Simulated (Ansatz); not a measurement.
The same path of C2H6ClGeN (11 atoms, charge 0, multiplicity 1) was run twice with different band settings. Lost on the way: C2–Ge3, Ge3–H9. Made: C2–H9.

Level of theory: RKS B3LYP-D4/def2-SVP in Ansatz.

Relaxed end points:

```xyz
11
Properties=species:S:1:pos:R:3
C -2.033 0.331 0.262
C -1.022 -0.536 0.139
Ge 0.835 -0.081 0.461
N 1.802 -0.487 -1.035
Cl 0.875 2.073 0.951
H -1.861 1.369 0.564
H -3.070 0.037 0.066
H -1.224 -1.570 -0.167
H 1.503 -0.797 1.646
H 2.805 -0.323 -0.968
H 1.455 -0.071 -1.898
```

```xyz
11
Properties=species:S:1:pos:R:3
C -1.553 0.002 0.062
C -1.411 -0.650 1.220
Ge 1.799 -0.516 0.253
N 1.860 0.169 -1.437
Cl 1.567 1.483 1.274
H -1.148 1.010 -0.069
H -2.070 -0.445 -0.793
H -1.806 -1.661 1.366
H -0.893 -0.189 2.066
H 1.959 -0.417 -2.262
H 1.761 1.157 -1.660
```

Common settings: movable images 9; climbing image yes; optimiser quadratic models (default); start path through a guess of the saddle point; force threshold 0.05 eV/Å; end points relaxed.

| run | spring | iteration limit |
| --- | --- | --- |
| 1 | 5.0 eV/Å² | 41 |
| 2 | 2.0 to 10.0 eV/Å², energy-weighted | 36 |

What does each run give, and how far can it be trusted?

Run 1: converged after 32 iterations, highest image 2.835 eV above the first end. Neighbouring images differ by up to 2.3 eV, so the band resolves the path poorly. A vibrational analysis at the climbing image gives one clearly imaginary mode, 1238i cm⁻¹: a first-order saddle point.
Run 2: converged after 25 iterations, highest image 2.835 eV above the first end. Neighbouring images differ by up to 1.2 eV, so the band resolves the path poorly. Another band between the same ends (9 images) ends at a top of the same energy, where a vibrational analysis finds 1 clearly imaginary mode.
The orbitals stay closed-shell, which can raise the energy where a bond breaks towards radicals; this wasn't checked here.
